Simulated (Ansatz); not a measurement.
Changing the shape of CuO, doublet

Calculated in Ansatz's Gaussian-basis code. Basis cc-pVTZ, nonrelativistic, 6 orbitals frozen in the corrections; active space CAS(3,3), shells under the valence barred from it. Restricted Hartree–Fock, then the lowest state-specific CASSCF solution met for each case. Single-reference values can break down or jump between states where bonds are stretched. Unlike active orbitals can shift such differences by tenths of an eV, at times by over 1 eV.

Case A: bond length 1.6378 Å.

Case B: bond length 1.5516 Å.

Energy less that of case A, in eV:

| case | RHF/ROHF | CASSCF |
| --- | --- | --- |
| B | +0.694 | +0.500 |

(1) Give the SC-NEVPT2 energies against case A.

## Answers

(1) B: +0.893 eV (20.6 kcal/mol).
